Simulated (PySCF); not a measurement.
# Splitting trees

Bonds (- single, = double, # triple, : aromatic): C1-C2, C2-C3, C3-O4, O4-C5, C5-C6, C5=O7. C1 carries H8, H9, H10; C2 carries H11, H12; C3 carries H13, H14; C6 carries H15, H16, H17.

Calculated, not measured (PySCF 2.14.0 with density-fitted response routines): PBE0/pcSseg-1 with gauge-including orbitals, structure optimised with PBE0-D3(BJ)/def2-SVP, couplings computed with B3LYP/pcJ-1 (without the spin–dipole term). One averaged value for each set of equivalent atoms, no solvent, single conformer, non-relativistic.

Shifts are taken against calculated references (same method and geometry level): TMS for $^{1}$H, $^{13}$C.

Spectrometer: 400 MHz for $^{1}$H. First-order analysis; couplings under 1 Hz (under 4 Hz in carbon signals) are ignored, and nearly equal couplings are merged; the smaller ones broaden or split the lines further.

Question: What pattern does H8/H9/H10 show ($^{1}$H)?

Answer: A triplet at δ 0.95: 8.5 Hz to H11/H12 (2 × $^{1}$H, 3 bonds away). Lines in Hz from the centre (relative intensity): +8.5 (1), +0.0 (2), -8.5 (1). The outer lines are 17.0 Hz apart, the sum of the couplings kept, or 0.043 ppm at this field.

Question: What pattern does C3 show in the proton-coupled $^{13}$C spectrum?

Answer: A triplet of quartets of triplets at δ 67.7: 149.8 Hz to H13/H14 (2 × $^{1}$H, 1 bond away), 7.6 Hz to H8/H9/H10 (3 × $^{1}$H, 3 bonds away), 6.4 Hz to H11/H12 (2 × $^{1}$H, 2 bonds away).

Question: What pattern does H13/H14 show ($^{1}$H)?

Answer: A triplet at δ 3.63: 8.5 Hz to H11/H12 (2 × $^{1}$H, 3 bonds away). Lines in Hz from the centre (relative intensity): +8.5 (1), +0.0 (2), -8.5 (1). The outer lines are 17.0 Hz apart, the sum of the couplings kept, or 0.043 ppm at this field.

Question: What pattern does H11/H12 show ($^{1}$H)?

Answer: A sextet at δ 1.57: 8.5 Hz to H8/H9/H10 and H13/H14 (5 × $^{1}$H, 3 bonds away). Lines in Hz from the centre (relative intensity): +21.2 (1), +12.8 (5), +4.2 (10), -4.2 (10), -12.8 (5), -21.2 (1). The outer lines are 42.5 Hz apart, the sum of the couplings kept, or 0.106 ppm at this field.

Unscaled 3J(H,H) at this level run about 9 % above measured values. Chain 3J(H,H) values assume equally populated staggered rotamers: (2 J gauche + J anti)/3.
